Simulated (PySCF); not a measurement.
CH3NO2Si. Atoms are numbered in the order given.

```xyz
8

N      1.6321     1.8448     0.6750
C      1.2984     0.7949     0.2845
O      0.9412    -0.3631    -0.1351
Si    -0.6821    -0.7098    -0.6142
O     -1.7082    -0.4161     0.6326
H     -0.6548    -2.1574    -0.8775
H     -0.9396     0.1518    -1.7955
H     -1.9357     0.4937     0.8606
```
Charge 0, spin multiplicity 1.

Coordinates come from a r2SCAN-D4/def2-SVP optimisation. This is a generated structure with no PubChem entry under its InChIKey; it may be hypothetical. One conformer was computed; it need not be the lowest.

The numbers are results of HF/pcSseg-1 run with PySCF, not measurements.

GIAO shieldings, no solvent; atoms listed in one row are averaged. δ = σ(ref) − σ: ¹⁵N against NH3 (σ = 267.3 ppm); ¹³C against TMS (σ = 192.6 ppm); ¹⁷O against H2O (σ = 333.0 ppm); ²⁹Si against TMS (σ = 393.8 ppm); ¹H against TMS (σ = 31.99 ppm), references at their B3LYP-D3(BJ)/def2-TZVP geometries, non-relativistic.

```csv
nucleus,atoms,count,δ (ppm)
¹⁵N,N1,1,194.2
¹³C,C2,1,123.8
¹⁷O,O3,1,54.9
¹⁷O,O5,1,36.1
²⁹Si,Si4,1,-27.7
¹H,H7,1,4.80
¹H,H6,1,4.48
¹H,H8,1,3.57
```
